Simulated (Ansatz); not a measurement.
Consider the germylene formation by 1,1-elimination: `[CH3][Ge]([NH2])([F])[F]` → `[F][Ge][F]` + CH₃NH₂.

Gas-phase electronic energies from Ansatz, PBE0-D4/def2-TZVP geometries. CCSD(T)/CBS is the MP2 limit (def2-TZVPP, def2-QZVPP) plus CCSD(T) − MP2 in def2-TZVPP, frozen cores. DFT in def2-TZVPP. B3LYP here is the variant with VWN-RPA as its local correlation; programs differ in this. For Ge outer-core shells are correlated without core-valence functions, which leaves a few kJ/mol of doubt a bond. Scalar relativity is left out up to krypton. Each species was taken in one conformer, which may not be the lowest.

(1) Is it downhill or uphill in electronic energy at CCSD(T)/CBS, and by how much? (Best estimate.)

(2) What do these levels give: r2SCAN-D4, B3LYP, CAM-B3LYP, LC-ωPBE, HF/def2-TZVPP, HF/CBS(def2)? (An estimate is asked.)

Largest T1 diagnostic among the species: 0.015.

Answers

(1) Ansatz gave: Uphill: ΔE = +153.3 kJ/mol.

(2) Computed: r2SCAN-D4 157.7, B3LYP 110.1, CAM-B3LYP 130.0, LC-ωPBE 159.5, HF/def2-TZVPP 149.1, HF/CBS(def2) 145.7 kJ/mol.

In def2-TZVPP, CCSD(T) changes the Hartree–Fock value by +18.1 kJ/mol (the triples alone add +1.0 kJ/mol) and MP2 by +31.1 kJ/mol. The D4 term adds +14.0 kJ/mol with B3LYP and +7.6 kJ/mol with PBE0; it sums over pairs of atoms, weighted by their polarisabilities, and B3LYP, whose exchange is more repulsive, gets the larger term.
